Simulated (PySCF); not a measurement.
**In⁺: ionisation energy**

In⁺ [Kr] 4d10 5s2 → In²⁺ [Kr] 4d10 5s1 [5s1/2^1, M_J = 1/2], as a difference of total energies. Computed with PySCF 2.14 in x2c-SVPall-2c, with the two-component X2C-1e Hamiltonian. Correlated levels: [Ar] 3d10 frozen; the 6 highest virtual spinors dropped. "Screened" scales the spin-orbit matrix elements by Boettger's factors to mimic the two-electron term; Breit and QED terms are absent.

```
                    method  ionisation energy (eV)  error (eV)
           GHF (spin-free)                  17.122      -1.748
          GMP2 (spin-free)                  17.881      -0.989
 GHF (screened spin-orbit)                  17.124      -1.746
GMP2 (screened spin-orbit)                  17.884      -0.986
```

Reference: 18.870 eV (measured; NIST Atomic Spectra Database, ionization energies).

Errors of the correlated levels include the incompleteness of this basis and the frozen core.

MP2 underrates the near-degeneracy of ns² with np² in the lower species.
